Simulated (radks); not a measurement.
The numbers below are computed, except where a source is named.
Ionisation of Bi+, [Hg] 6p2, to Bi2+, [Hg] 6p1, under several functionals. Scalar-relativistic Kohn-Sham, spin-polarised, spherical densities, finite nucleus; open shells are filled with parallel spins first (spin-orbit coupling, left out, can overturn this in heavy ions); a radial shooting solver on a logarithmic mesh with Libxc functionals. The NIST Atomic Spectra Database gives 16.703 eV (measured). Rank these functionals by the error of their Delta-SCF ionisation energy: PW91; LDA (Slater exchange, VWN5 correlation); MS2 meta-GGA; B86b exchange with PBE correlation; BP86; PBE; XLYP; HCTH/407.

Answer. From best to worst: LDA (Slater exchange, VWN5 correlation) 15.979 eV (-0.724); BP86 15.909 eV (-0.794); HCTH/407 15.870 eV (-0.833); PW91 15.838 eV (-0.865); B86b exchange with PBE correlation 15.783 eV (-0.920); MS2 meta-GGA 15.781 eV (-0.922); PBE 15.762 eV (-0.941); XLYP 15.621 eV (-1.082). Open shells are spherical and high-spin; term and fine-structure splittings are not resolved. Spin-orbit splitting is averaged out at the scalar-relativistic level.
